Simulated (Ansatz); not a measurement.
C5H8BFO3 (`CC1=CC(C)=[O+][B-](O)(F)O1`), relaxed with RKS PBE0-D4/def2-TZVP in Ansatz from a PBE-D4/def2-SVP geometry. The force threshold is 0.005 eV/Å; the program also tests the step.

Charge 0, multiplicity 1.

Start:

```xyz
18

C     2.035   -1.657    0.684
C     0.935   -0.803    0.130
C    -0.102   -0.293    0.932
C    -0.979    0.656    0.378
C    -1.992    1.394    1.199
O    -0.939    0.971   -0.877
B    -0.168    0.104   -1.916
O     0.282    0.873   -2.987
F    -1.003   -0.928   -2.270
O     1.020   -0.528   -1.130
H     3.010   -1.150    0.526
H     2.080   -2.609    0.118
H     1.903   -1.868    1.760
H    -0.152   -0.540    1.999
H    -1.928    1.146    2.273
H    -1.858    2.486    1.058
H    -3.008    1.152    0.824
H     0.865    1.594   -2.702
```

```tsv
step	energy (eV)	largest force (eV/Å)	largest move (Å)
1	-14844.4663	0.742	0.000
2	-14844.5464	0.195	0.034
3	-14844.5550	0.069	0.015
4	-14844.5554	0.038	0.007
5	-14844.5556	0.017	0.005
6	-14844.5557	0.015	0.006
7	-14844.5558	0.013	0.009
8	-14844.5559	0.015	0.016
9	-14844.5559	0.020	0.023
10	-14844.5560	0.022	0.012
11	-14844.5560	0.017	0.009
12	-14844.5561	0.016	0.007
13	-14844.5561	0.004	0.003
```

End:

```xyz
18

C     2.013   -1.638    0.680
C     0.926   -0.786    0.132
C    -0.105   -0.295    0.923
C    -0.970    0.643    0.373
C    -1.977    1.371    1.188
O    -0.925    0.962   -0.864
B    -0.156    0.111   -1.886
O     0.288    0.880   -2.955
F    -0.978   -0.916   -2.252
O     1.019   -0.504   -1.111
H     2.980   -1.189    0.441
H     1.982   -2.612    0.185
H     1.925   -1.773    1.756
H    -0.158   -0.542    1.972
H    -1.907    1.121    2.245
H    -1.845    2.446    1.051
H    -2.975    1.122    0.818
H     0.864    1.598   -2.694
```

Run time 37 s (4 threads of an AMD EPYC 7R13 on a shared host and a share of an NVIDIA H100 80 GB); peak host memory 1 GiB.
